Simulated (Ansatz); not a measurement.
Species: H₂B, SMILES `[BH2]` (charge 0, multiplicity 2), formula H2B.

How many basis functions does frozen-core CCSD(T)/cc-pVTZ // PBE0-D3(BJ)/def2-TZVP in Ansatz (a program for electronic structure) use, how many core orbitals are frozen, and how many electrons are correlated?

58 basis functions and 1 frozen orbitals, which leaves 5 correlated electrons. Core time is of the order of seconds.
